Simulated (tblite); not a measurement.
A tight-binding relaxation on `C=C/C=C/[C@H](F)[SiH2][SiH2]Br`.

Computed with GFN2-xTB geometry optimisation, gas phase (tblite 0.8.0). Start geometry: from a force field or distance geometry. A driver script takes a list of jobs; this job's settings line and coordinates (Å) are shown.

Command:
```bash
OMP_NUM_THREADS=1 python probes_run.py task.json out
```

Input:
```
{"job": {"kind": "relax", "xc": "GFN2-xTB", "basis": "xTB"}, "charge": 0, "multiplicity": 1}
C      4.179700    -0.128100     0.737400
C      2.981600    -0.738600     0.657500
C      1.831400    -0.141100     0.071000
C      0.631800    -0.748000    -0.012800
C     -0.599500    -0.158000    -0.628600
F     -0.310000     1.050000    -1.208800
Si    -2.026600     0.113600     0.529300
Si    -3.734100     1.006800    -0.706700
Br    -4.330700    -0.420600    -2.308400
H      4.321900     0.873700     0.350100
H      5.019700    -0.618900     1.196100
H      2.885800    -1.749400     1.078900
H      1.927000     0.868000    -0.330400
H      0.531500    -1.765800     0.386800
H     -0.912300    -0.808400    -1.450500
H     -1.667900     1.023000     1.671400
H     -2.448600    -1.183500     1.144800
H     -3.359900     2.288100    -1.340800
H     -4.930700     1.246400     0.155900
```

**Question.** What does the run print?

**Answer.** 
```
step      E/eV     max force
  0    -763.34041    2.115
  1    -763.45869    0.845
  2    -763.48799    0.490
  3    -763.49733    0.254
  4    -763.50646    0.224
  5    -763.51888    0.335
  6    -763.52785    0.380
  7    -763.53400    0.186
  8    -763.53704    0.116
  9    -763.53884    0.097
... (208 lines left out)
218    -763.61839    0.053
219    -763.61864    0.041
220    -763.61896    0.020
221    -763.61913    0.028
222    -763.61926    0.028
223    -763.61935    0.016
224    -763.61941    0.014
225    -763.61944    0.015
226    -763.61946    0.011
227    -763.61948    0.007
```

«max force» is the largest atomic force in eV/Å.

**Question.** From which step on does the largest force stay under 0.1 eV/Å, and how much energy is left to gain from there?

**Answer.** From step 162 (0.089 eV/Å), 17.4 meV above the end.

Summary of the converged run: energy lowered by 6.4 kcal/mol over 227 steps; largest atomic force 0.007 eV/Å at the end.

**Question.** Give the final coordinates.

**Answer.** 1.094 Å rms from the input after alignment:
```
atom  x, y, z in Å
C1     3.9107    0.1436    1.2518
C2     2.9154   -0.6008    0.7803
C3     1.7571   -0.0561    0.1147
C4     0.7693   -0.8045   -0.3778
C5    -0.4522   -0.2832   -1.0272
F6    -0.3151    1.0579   -1.3846
Si7   -1.9685   -0.3889    0.1666
Si8   -3.5370    1.0878   -0.6762
Br9   -5.4558    0.6798    0.3946
H10    3.9046    1.2172    1.1584
H11    4.7640   -0.2903    1.7434
H12    2.9433   -1.6782    0.8833
H13    1.7181    1.0198    0.0086
H14    0.7876   -1.8819   -0.2857
H15   -0.6463   -0.8156   -1.9657
H16   -1.4918   -0.0240    1.5047
H17   -2.3749   -1.7994    0.1982
H18   -3.9153    0.9187   -2.0781
H19   -3.3229    2.5075   -0.4169
```

**Question.** Estimate the wall time. Hardware: one thread of an Arm Neoverse V1, shared host with 64 logical CPUs at a one-minute load of 25.

**Answer.** About 2.6 s.
Labels such as C1 count atoms from 1, the log's own numbers from 0.
